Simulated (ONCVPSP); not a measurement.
Reading a pseudo-wave (hydrogen (H))

Columns: radius, all-electron u(r) and pseudo u(r) of the 1s shell (level -6.49 eV) of hydrogen in the configuration 1s1; PBE, scalar-relativistic, ONCV scheme, ONCVPSP 4.0.1.

```tsv
r (bohr)	all-electron	pseudo
0.068	0.1219	0.0976
0.135	0.2260	0.1910
0.202	0.3158	0.2793
0.270	0.3938	0.3621
0.338	0.4601	0.4371
0.405	0.5150	0.5026
0.473	0.5615	0.5598
0.540	0.5992	0.6063
0.608	0.6301	0.6433
0.675	0.6543	0.6697
0.742	0.6728	0.6873
0.810	0.6867	0.6980
0.878	0.6960	0.7035
0.945	0.7015	0.7056
1.013	0.7036	0.7054
1.080	0.7028	0.7034
1.148	0.6995	0.6996
1.215	0.6940	0.6940
1.283	0.6865	0.6865
1.350	0.6775	0.6775
1.418	0.6670	0.6670
1.485	0.6555	0.6555
1.553	0.6429	0.6429
1.620	0.6296	0.6296
1.688	0.6155	0.6155
1.755	0.6011	0.6011
```

Q: How many radial nodes do the two functions have?

A: The all-electron 1s function has n − l − 1 = 0; the pseudo-wave has 0.

Q: At about which radius was the pseudo-wave matched?

A: 1.35 bohr. The columns agree to 0.0005 from 1.15 bohr on; several derivatives are matched, so the curves merge somewhat inside the radius.

Q: Is the pseudo-wave norm-conserving?

A: Yes: the ONCV scheme keeps the norm inside the radius equal to the all-electron one, which fixes the energy derivative of the logarithmic derivative at the level.
